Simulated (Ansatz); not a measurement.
Reaction (ligand exchange at the Sn–S bond): `C[S][SnH2][Cl]` + `C[SeH]` → `C[Se][SnH2][Cl]` + CH₃SH

Isolated molecules relaxed with PBE0-D4/def2-TZVP in Ansatz; ΔE leaves out vibrations. CCSD(T)/CBS adds triple-zeta CCSD(T) − MP2 to the extrapolated MP2 energy (def2 sets, frozen cores). This one scheme is used for every species. DFT in def2-TZVPP. Elements past krypton have def2 core potentials. For Se, Sn outer-core shells are correlated without core-valence functions, which leaves a few kJ/mol of doubt a bond. Scalar relativity is left out up to krypton. One conformer a species, not always the lowest.

| species | revPBE energy (Eh) |
| --- | --- |
| `C[S][SnH2][Cl]` | -1113.77954 |
| `C[SeH]` | -2441.86639 |
| `C[Se][SnH2][Cl]` | -3117.00746 |
| CH₃SH | -438.64511 |

Problem. Work out ΔE.

Solution. ΔE = (-3117.00746) + (-438.64511) − (-1113.77954) − (-2441.86639) = -0.00664 Eh = -17.4 kJ/mol. CCSD(T)/CBS gives -20.1 kJ/mol.

Largest T1 diagnostic among the species: 0.012.

Leaving LDA and LC-ωPBE aside and taking each functional with its dispersion term where it has one, the values, not all of them listed here, spread over 8.3 kJ/mol, from BHLYP-D4 to B97M-V.
